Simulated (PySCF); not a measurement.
Si(H)2(SeH)2 (H4Se2Si), SMILES [SeH][SiH2][SeH].

Coordinates come from a PBE0-D3(BJ)/def2-SVP optimisation. The structure was generated by enumeration, and PubChem lists no compound with its InChIKey, so it may never have been made. The values are those of a single conformer.

Two levels are set side by side: TDDFT-PBE/def2-SVPD (PySCF) and TDDFT-ωB97X/def2-SVPD (PySCF). Vertical, same geometry. The lowest singlet is HOMO→LUMO 96 % with PBE and HOMO→LUMO 74 % with the other functional; states are paired by order. Differences are taken from unrounded values.

| quantity | TDDFT-PBE |
|---|---|
| lowest singlet excitation (eV) | 4.47 |
| lowest triplet excitation (TDA) (eV) | 4.14 |
| first bright state (f over 0.05) (eV) | 5.08 |
| its oscillator strength | 0.09 |

Question: These are the TDDFT-PBE values. What does TDDFT-ωB97X give? (An estimate is asked for; the answer gives what the named calculation found.)

Answer: 
```json
[
 {"quantity": "lowest singlet excitation (eV)", "TDDFT-ωB97X": "5.17", "TDDFT-PBE minus TDDFT-ωB97X": "-0.69"},
 {"quantity": "lowest triplet excitation (TDA) (eV)", "TDDFT-ωB97X": "4.79", "TDDFT-PBE minus TDDFT-ωB97X": "-0.66"},
 {"quantity": "first bright state (f over 0.05) (eV)", "TDDFT-ωB97X": "5.92", "TDDFT-PBE minus TDDFT-ωB97X": "-0.83"},
 {"quantity": "its oscillator strength", "TDDFT-ωB97X": "0.08", "TDDFT-PBE minus TDDFT-ωB97X": "0.01"}
]
```

A lower first singlet is the usual sign of a functional without exact exchange. Differences between two approximate levels are no errors against the true value.

Rough cost on one machine, each run with all the roots and properties that it gave: TDDFT-ωB97X against TDDFT-PBE about 10 times.
